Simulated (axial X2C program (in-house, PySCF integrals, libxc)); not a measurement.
Potential curves of AsN⁻, 2c

All values were computed with an axial X2C code built on PySCF integrals. Two-component (2c) means X2C with spin–orbit coupling and atomic mean-field two-electron Coulomb and Gaunt terms. Basis: As dyall-acv3z [10s10p7d5f1g], N dyall-av3z [7s7p3d2f] (cores contracted in-house); Gaussian nuclei, density fitting, unrestricted open shells. Masses: As 74.922 u, N 14.003 u.

State: Ω = 1/2 (⟨Sz⟩ = -0.50, ⟨Lz⟩ = 1.00 at HF). Energies in cm⁻¹ from the lowest point of each curve. Fits are polynomials in 1 − R0/R over 0.85 to 1.23 times the lowest point R0.

```
 R (Å)     HF   BP86
1.4512  13697  12249
1.5179   7013   5450
1.5679   3827   2418
1.6180   1774    702
1.6680    583      0
1.7264      0    139
1.7848     48   1038
1.8598    737   2961
1.9516   2155   6039
2.0850   4588  11099
```

One determinant describes the state; a PBE0 search over occupations chose it and may have missed a lower one. Density functionals use the spin component along the axis (collinear). The highest occupied level is positive at some bond lengths even in Hartree–Fock (under at least one Hamiltonian), so the basis set holds the extra electron there; where that holds at Re the anion is at best weakly bound and its constants depend on the basis. Without a current term, density functionals place determinants with orbital angular momentum somewhat too high. The determinant is spin-polarised beyond a pure state at some levels (its spin-free form has ⟨S²⟩ too high), which makes Re and μ there less reliable.

(1) Fit the HF curve near its minimum: give the equilibrium distance and the harmonic wavenumber.

(2) What are Re and ωe at the BP86 level?

## Answers

(1) At HF, 2c: Re = 1.750 Å, ωe ≈ 676 cm⁻¹; Be follows as 0.467 cm⁻¹.

(2) At BP86, 2c: Re = 1.688 Å, ωe ≈ 886 cm⁻¹; Be follows as 0.502 cm⁻¹.
